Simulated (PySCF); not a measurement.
PySCF job for Ga(OH)(OMe)(NH2) (CH6GaNO2), SMILES C[O][Ga]([NH2])[OH], PBE-D3(BJ)/def2-SVP. The structure is a stationary point at PBE-D3(BJ)/def2-SVP. The geometry has at least one imaginary mode, so it is a saddle point at that level. The structure was generated by enumeration; whether it is a known compound was not checked. The values are those of a single conformer.

```python
import numpy as np
from pyscf import gto, scf, dft, df
from pyscf.hessian import thermo

mol = gto.M(
    atom='''
    Ga    0.12965519    0.08580847    0.33871605
    O     1.38811134   -0.34750661    1.54606969
    H     1.40837172    0.29089491    2.28165036
    O     0.10600418   -0.99724915   -1.09885909
    C    -0.78680619   -0.77018010   -2.16536184
    H    -0.66443398    0.23320491   -2.64163789
    H    -0.60021598   -1.52986223   -2.95633280
    H    -1.86154503   -0.86701175   -1.87224277
    N    -0.94311336    1.57415270    0.41843858
    H    -1.14053601    1.99777200    1.32861003
    H    -1.79124526    1.57499746   -0.15482862
    ''',
    basis='def2-SVP',
    charge=0,
    spin=0,
    max_memory=1600,
    verbose=3,
)
mf = dft.RKS(mol, xc='pbe').density_fit(auxbasis='def2-universal-jkfit')
mf.disp = 'd3bj'
mf.grids.level = 3
mf.conv_tol = 1e-11
mf.max_cycle = 100
mf.kernel()

# [left out here: the lines that compute and print the analytic Hessian (its translational invariance restored by hand, since the grid's response is missing), thermochemistry and intensities]
```

It prints:

```
converged SCF energy = -2170.8239554098

WARN: DFTD3 does not support analytical Hessian, using finite difference


WARN: Mole.unit (angstrom) is changed to Bohr

Mode                                 0                   1                   2
Irrep
Freq [cm^-1]                      -30.0764             85.1334            100.3805
Reduced mass [au]                   1.0481              3.5965              3.3671
Force const [Dyne/A]               -0.0006              0.0154              0.0200
Char temp [K]                     -43.2732            122.4880            144.4252
Normal mode                   x     y     z       x     y     z       x     y     z
       0  Ga                -0.00 -0.00  0.00    0.01  0.02 -0.02   -0.03  0.02 -0.00
       1   O                -0.01 -0.01  0.01   -0.07 -0.07  0.04    0.02 -0.04 -0.07
       2   H                -0.02 -0.02  0.02   -0.06 -0.07  0.04    0.07 -0.06 -0.05
       3   O                 0.01  0.00 -0.00    0.09  0.08 -0.06   -0.01 -0.01  0.03
       4   C                -0.02 -0.01  0.01   -0.07 -0.10  0.04    0.08 -0.11 -0.07
       5   H                -0.42  0.20  0.35   -0.20 -0.14 -0.09    0.06 -0.12 -0.10
       6   H                 0.34  0.33 -0.23   -0.14 -0.17  0.10    0.21 -0.13 -0.02
       7   H                 0.01 -0.56 -0.07   -0.03 -0.13  0.20    0.06 -0.17 -0.17
       8   N                 0.03  0.02 -0.03    0.00  0.01  0.04    0.03  0.06  0.12
       9   H                 0.08  0.08 -0.04   -0.09 -0.09  0.06    0.10 -0.00  0.16
      10   H                -0.00  0.00  0.01    0.07  0.08 -0.05   -0.01  0.12  0.18
Mode                                 3                   4                   5
Irrep
Freq [cm^-1]                      162.7297            187.8335            218.6554
Reduced mass [au]                   4.4436              8.2968              1.0569
Force const [Dyne/A]                0.0693              0.1725              0.0298
[...]
       6   H                -0.08  0.12  0.04    0.03  0.04 -0.02    0.01 -0.00  0.01
       7   H                 0.05  0.10  0.21   -0.00 -0.02 -0.02    0.01  0.00  0.01
       8   N                 0.00  0.02  0.03    0.01 -0.00  0.04   -0.03 -0.11  0.04
       9   H                 0.07 -0.04  0.07   -0.38 -0.22  0.05    0.27  0.54 -0.21
      10   H                -0.04  0.07  0.09    0.32  0.28 -0.41    0.20  0.48 -0.27
Mode                                 9                  10                  11
Irrep
Freq [cm^-1]                      588.1146            664.6759            706.5100
Reduced mass [au]                   6.8030              6.7427              7.7415
Force const [Dyne/A]                1.3864              1.7551              2.2767
Char temp [K]                     846.1660            956.3206           1016.5107
Normal mode                   x     y     z       x     y     z       x     y     z
       0  Ga                -0.00  0.02  0.02   -0.00  0.03  0.04   -0.04  0.03 -0.02
       1   O                 0.06 -0.02  0.06   -0.09  0.04 -0.08    0.11 -0.04  0.11
       2   H                 0.07 -0.02  0.06    0.03 -0.05 -0.02    0.05 -0.00  0.09
       3   O                 0.05 -0.14 -0.11    0.02 -0.06 -0.05   -0.00  0.00  0.00
       4   C                -0.04 -0.01 -0.07   -0.02 -0.00 -0.04   -0.00  0.00  0.00
       5   H                -0.02  0.03  0.00   -0.02  0.01 -0.01   -0.00 -0.00 -0.00
       6   H                -0.14  0.05 -0.15   -0.08  0.03 -0.08    0.00  0.00  0.00
       7   H                -0.03  0.03 -0.01   -0.02  0.01 -0.01   -0.00 -0.00 -0.00
       8   N                -0.06  0.07  0.01    0.10 -0.11 -0.01    0.08 -0.10 -0.02
       9   H                -0.03  0.12 -0.01    0.07 -0.14 -0.00    0.12 -0.22  0.04
      10   H                -0.04  0.11 -0.01    0.09 -0.21  0.01    0.06 -0.07  0.02
Mode                                12                  13                  14
Irrep
Freq [cm^-1]                      742.6839            829.6366           1101.7035
Reduced mass [au]                   1.1734              1.1279              5.1132
Force const [Dyne/A]                0.3813              0.4574              3.6566
Char temp [K]                    1068.5568           1193.6623           1585.1061
Normal mode                   x     y     z       x     y     z       x     y     z
       0  Ga                 0.01 -0.00  0.01   -0.00 -0.01 -0.02   -0.00  0.00  0.00
       1   O                -0.02  0.02 -0.01   -0.03  0.05  0.02    0.00  0.00  0.00
       2   H                 0.24 -0.18  0.15    0.66 -0.43  0.40    0.02 -0.01  0.01
       3   O                -0.01  0.01  0.00   -0.00  0.01  0.01   -0.10  0.02 -0.13
       4   C                -0.00 -0.00 -0.01   -0.00  0.00 -0.00    0.13 -0.06  0.11
       5   H                -0.01 -0.00 -0.01    0.00 -0.00 -0.01    0.07  0.01  0.22
       6   H                 0.01 -0.01  0.00    0.02 -0.01  0.02   -0.12  0.07 -0.09
       7   H                -0.01 -0.00 -0.02   -0.00 -0.01 -0.01    0.12  0.05  0.19
       8   N                -0.04 -0.01 -0.08    0.01  0.01  0.03   -0.00  0.00  0.00
       9   H                 0.32 -0.45  0.21   -0.12  0.17 -0.07    0.01  0.00  0.00
      10   H                -0.17  0.58  0.13    0.06 -0.20 -0.05    0.00 -0.01 -0.00
Mode                                15                  16                  17
Irrep
Freq [cm^-1]                     1132.6500           1157.4305           1417.1867
Reduced mass [au]                   1.2860              1.5116              1.0569
Force const [Dyne/A]                0.9720              1.1931              1.2506
Char temp [K]                    1629.6312           1665.2848           2039.0162
Normal mode                   x     y     z       x     y     z       x     y     z
       0  Ga                 0.00  0.00 -0.00   -0.00  0.00  0.00   -0.00  0.00  0.00
       1   O                -0.00 -0.00  0.00   -0.00 -0.00 -0.00    0.00 -0.00 -0.00
       2   H                -0.00 -0.00  0.00   -0.01  0.00 -0.00   -0.00  0.00 -0.00
       3   O                 0.03  0.03 -0.03   -0.01 -0.05 -0.08   -0.00 -0.01 -0.02
       4   C                -0.08 -0.07  0.06   -0.01  0.09  0.10   -0.00 -0.03 -0.05
       5   H                 0.48 -0.03  0.31   -0.01 -0.12 -0.35   -0.33  0.23  0.41
       6   H                 0.21  0.17 -0.11    0.41 -0.16  0.43    0.39 -0.30  0.35
       7   H                -0.26  0.23 -0.48   -0.09 -0.22 -0.26   -0.01  0.48  0.11
       8   N                -0.00  0.00  0.00   -0.00  0.00  0.00    0.01 -0.01 -0.00
       9   H                -0.00  0.00 -0.00    0.00  0.00  0.00   -0.07  0.02 -0.02
      10   H                -0.00 -0.00  0.00    0.00 -0.01 -0.00   -0.03  0.04  0.05
Mode                                18                  19                  20
Irrep
Freq [cm^-1]                     1420.3213           1428.2032           1476.4618
Reduced mass [au]                   1.0418              1.1138              1.1043
Force const [Dyne/A]                1.2383              1.3386              1.4184
Char temp [K]                    2043.5262           2054.8665           2124.2999
Normal mode                   x     y     z       x     y     z       x     y     z
       0  Ga                -0.00 -0.00  0.00    0.00 -0.00 -0.00    0.00 -0.00  0.00
       1   O                 0.00  0.00 -0.00    0.00  0.00  0.00   -0.00  0.00 -0.00
       2   H                 0.00  0.00 -0.00    0.00 -0.00  0.00   -0.01  0.00 -0.00
       3   O                -0.01 -0.01  0.00    0.01 -0.00  0.02    0.00  0.00  0.00
       4   C                -0.04 -0.03  0.02    0.06 -0.03  0.06   -0.00 -0.00 -0.01
       5   H                -0.03 -0.20 -0.39   -0.60 -0.05 -0.23   -0.01  0.03  0.05
       6   H                 0.51  0.39 -0.26   -0.20  0.13 -0.16    0.05 -0.03  0.04
       7   H                 0.07  0.33  0.41   -0.15  0.36 -0.49    0.00  0.04  0.04
       8   N                 0.00 -0.00 -0.00   -0.00  0.00  0.00   -0.06  0.05  0.02
       9   H                -0.00  0.00 -0.00    0.02 -0.00  0.01    0.60 -0.16  0.23
      10   H                -0.01 -0.00  0.01    0.01 -0.02 -0.02    0.30 -0.37 -0.47
Mode                                21                  22                  23
Irrep
Freq [cm^-1]                     2881.8392           2939.7230           2997.9871
Reduced mass [au]                   1.0365              1.1042              1.0988
Force const [Dyne/A]                5.0717              5.6223              5.8190
Char temp [K]                    4146.3250           4229.6068           4313.4359
Normal mode                   x     y     z       x     y     z       x     y     z
       0  Ga                -0.00  0.00  0.00   -0.00 -0.00  0.00   -0.00 -0.00 -0.00
       1   O                -0.00 -0.00 -0.00    0.00  0.00 -0.00    0.00 -0.00 -0.00
       2   H                -0.00 -0.00 -0.00    0.00  0.00 -0.00   -0.00  0.00  0.00
       3   O                -0.00 -0.00 -0.00   -0.00 -0.00  0.00    0.00 -0.00  0.00
       4   C                -0.04  0.02 -0.02    0.06  0.05 -0.04   -0.03  0.07  0.05
       5   H                -0.09 -0.54  0.25   -0.08 -0.65  0.28   -0.04 -0.20  0.10
       6   H                -0.06  0.21  0.22    0.01  0.06  0.03    0.17 -0.63 -0.63
       7   H                 0.68  0.07 -0.21   -0.59 -0.05  0.18    0.17  0.03 -0.05
       8   N                -0.00 -0.00 -0.00    0.00 -0.00  0.00    0.00  0.00  0.00
       9   H                 0.00 -0.00  0.00    0.00  0.00  0.00    0.00  0.00  0.00
      10   H                 0.00 -0.00 -0.00   -0.00  0.00 -0.00    0.00 -0.00 -0.00
Mode                                24                  25                  26
Irrep
Freq [cm^-1]                     3479.1300           3581.9766           3743.7560
Reduced mass [au]                   1.0493              1.0956              1.0669
Force const [Dyne/A]                7.4832              8.2819              8.8100
Char temp [K]                    5005.6935           5153.6667           5386.4313
Normal mode                   x     y     z       x     y     z       x     y     z
       0  Ga                -0.00  0.00 -0.00    0.00 -0.00  0.00   -0.00  0.00 -0.00
       1   O                -0.00  0.00 -0.00   -0.00  0.00 -0.00    0.00  0.04  0.05
       2   H                 0.00 -0.00 -0.00   -0.00  0.00  0.00   -0.04 -0.62 -0.74
       3   O                -0.00  0.00  0.00    0.00 -0.00 -0.00   -0.00 -0.00 -0.00
       4   C                -0.00 -0.00 -0.00   -0.00 -0.00 -0.00    0.00  0.00  0.00
       5   H                 0.00  0.00  0.00    0.00  0.00 -0.00   -0.00  0.00 -0.00
       6   H                -0.00  0.00  0.00    0.00  0.00  0.00    0.00 -0.00 -0.00
       7   H                 0.00  0.00 -0.00    0.00  0.00 -0.00   -0.00  0.00  0.00
       8   N                 0.05 -0.02 -0.01    0.03  0.02  0.07   -0.00  0.00 -0.00
       9   H                -0.10  0.28  0.60    0.14 -0.29 -0.61   -0.00 -0.00 -0.00
      10   H                -0.57 -0.00 -0.42   -0.54  0.01 -0.36   -0.00  0.00  0.00
temperature 298.1500 [K]
pressure 101325.00 [Pa]
Rotational constants [GHz] 5.44091 2.63127 1.79712
Symmetry number 1
Zero-point energy (ZPE) 0.07731 [Eh]   202984.653 [J/mol]
                           tot       elec      trans        rot        vib
Entropy [J/mol/K]       366.485      0.000    169.810    112.661     84.013
Cv [J/mol/K]            107.640      0.000     12.472     12.472     82.696
Cp [J/mol/K]            115.954      0.000     20.786     12.472     82.696
Internal energy [J/mol]                      3718.434   3718.434 216558.278
Internal energy [Eh]   -2170.73864  -2170.82396
Enthalpy [J/mol]                             6197.391   3718.434 216558.278
Enthalpy [Eh]          -2170.73770
Gibbs free energy [J/mol]                  -44431.556 -29871.492 191509.757
Gibbs free energy [Eh] -2170.77931
mode   freq/cm-1   IR/(km/mol)
   1      -30.08         0.335
   2       85.13         2.191
   3      100.38         0.231
   4      162.73        15.310
   5      187.83        20.505
   6      218.66        52.534
   7      257.30         6.848
   8      301.05        27.252
   9      333.31       171.502
  10      588.11        18.804
  11      664.68        57.845
  12      706.51        66.235
  13      742.68        87.395
  14      829.64        55.704
  15     1101.70       182.154
  16     1132.65         0.076
  17     1157.43        28.464
  18     1417.19         0.549
  19     1420.32         2.119
  20     1428.20        34.469
  21     1476.46        20.277
  22     2881.84       104.742
  23     2939.72        62.217
  24     2997.99        40.568
  25     3479.13        12.491
  26     3581.98        16.865
  27     3743.76        47.740
max |gradient| / (hartree/bohr): 0.00012377031406212195
APT charges: [ 1.363  -0.7022  0.2329 -0.8484  0.5587 -0.0732 -0.0559 -0.0811 -0.6915
  0.1526  0.1452]
```

Self-consistency was reached. The end point has an imaginary mode, so it is no minimum.
